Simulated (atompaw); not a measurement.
**Ranking PAW (atompaw) potentials for Zr (Z = 40)**

All share these settings but for the change named:

- Element: zirconium (Zr)
- Generator: atompaw 4.2.0.5
- Type: PAW
- Functional: PBE
- Relativity: scalar-relativistic
- Frozen core: [Ar] 3d10
- Valence charge: 12
- Reference configuration: 4s2 4p6 4d2 5s1.75 5p0.25
- Partial waves: 4s (bound): rc 1.55 bohr; 5s (bound): rc 2.80 bohr; 4p (bound): rc 1.85 bohr; 5p (bound): rc 2.80 bohr; 4d (bound): rc 2.80 bohr; 4d channel at 1 Ry: rc 2.80 bohr
- Local potential: troulliermartins scheme with l = 3 at 0.5 Ry, radius 2.70 bohr
- Core correction: smooth core density matched at 2.15 bohr
- Augmentation charge: sinc compensation charge, radius 2.20 bohr; PAW radius 2.80 bohr; waves and projectors: custom polynom2 7 10 vanderbiltortho

Cutoff: the first of the cutoffs (Ry, on a coarse ladder) from which the occupation-weighted sum of valence levels, in a spherical-Bessel basis at the reference potential, stays within 10 and 1 mRy of its value at 400 Ry; the density cutoff is not measured.

The base gives 21 Ry.

Of 7 variants that were run, those that failed, showed a ghost or another fault, or gave nearly equal values are left out.

A variant can come out equal or close to the base.

**Question.** Rank these variants from softest to hardest (loose cutoff).
A. all radii scaled by about 0.81 (s 1.26, p 1.50, d 2.26 bohr); local potential troulliermartins scheme with l = 3 at 0.5 Ry, radius 2.18 bohr; augmentation sinc compensation charge, radius 1.78 bohr; PAW radius 2.26 bohr; waves and projectors: custom polynom2 7 10 vanderbiltortho; core correction smooth core density matched at 1.74 bohr
B. all radii scaled by about 0.90 (s 1.40, p 1.66, d 2.52 bohr); local potential troulliermartins scheme with l = 3 at 0.5 Ry, radius 2.42 bohr; augmentation sinc compensation charge, radius 1.98 bohr; PAW radius 2.52 bohr; waves and projectors: custom polynom2 7 10 vanderbiltortho; core correction smooth core density matched at 1.94 bohr
C. all radii scaled by about 1.22 (s 1.90, p 2.26, d 3.42 bohr); local potential troulliermartins scheme with l = 3 at 0.5 Ry, radius 3.30 bohr; augmentation sinc compensation charge, radius 2.68 bohr; PAW radius 3.42 bohr; waves and projectors: custom polynom2 7 10 vanderbiltortho; core correction smooth core density matched at 2.62 bohr
D. all radii scaled by about 1.16 (s 1.80, p 2.16, d 3.26 bohr); local potential troulliermartins scheme with l = 3 at 0.5 Ry, radius 3.16 bohr; augmentation sinc compensation charge, radius 2.56 bohr; PAW radius 3.26 bohr; waves and projectors: custom polynom2 7 10 vanderbiltortho; core correction smooth core density matched at 2.50 bohr

**Answer.** D (18 Ry), C (21 Ry), A (25 Ry), B (30 Ry).
